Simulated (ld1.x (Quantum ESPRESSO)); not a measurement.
# Wu–Cohen TM dataset for rubidium, fully relativistic all-electron reference.

```json
{
  "Element": "rubidium (Rb)",
  "Generator": "ld1.x (Quantum ESPRESSO) 7.5",
  "Type": "norm-conserving Troullier–Martins (Kleinman–Bylander form)",
  "Functional": "Wu–Cohen",
  "Relativity": "fully relativistic",
  "Frozen core": "[Ar] 3d10",
  "Valence charge": "9",
  "Reference configuration": "4s2 4p6 5s1 5p0",
  "Partial waves": "4s (bound): rc 1.40 bohr; 4p (bound): rc 1.95 bohr; 4d channel at 0.35 Ry: rc 1.70 bohr",
  "Local potential": "all-electron potential smoothed inside 1.65 bohr (lloc = -2)",
  "Core correction": "Bessel-smoothed model core inside 1.00 bohr"
}
```

Open shells are filled in proportion to 2j + 1 (rel_dist='average').

Occupied shells without a wave of their own: 5s. They enter only through the test configuration that unscreens the potential, and ld1.x also counts them in the model core charge.

Poles of the logarithmic derivatives, all-electron (AE) and pseudo (PS). s: poles at -1.5 (AE) and -1.5 (PS) Ry. p1/2: poles at 0.0 (AE) and -0.0 (PS) Ry. p3/2: poles at 0.1 (AE) and 0.1 (PS) Ry. d3/2: poles at 2.8 (AE) and 2.8 (PS) Ry. d5/2: poles at 2.9 (AE) and 2.8 (PS) Ry. Test radius 2.16 bohr.

* Cutoffs needed: 55 Ry and 100 Ry (the cutoffs (Ry, on a coarse ladder) from which the occupation-weighted sum of valence levels, in a spherical-Bessel basis at the reference potential, stays within 10 and 1 mRy of its value at 400 Ry)
* Ghost test: no extra level below or beside the all-electron valence levels (s, p1/2, p3/2, d3/2, d5/2, f tested) (spherical-Bessel basis up to 400 Ry, 20 bohr box)
* Configuration tests: 1 of 5 tests not solved or not reliable; not counted: 4s2 4p6 5s0 5p1 (pseudo-atom not self-consistent, printed error +12.7 eV)

ld1.x takes every shell without a wave as core, so the model core holds the 5s electrons as well and exchange and correlation see them twice. This cancels in the reference configuration, but the file is broken for other ones, and its errors say nothing about a proper core correction.
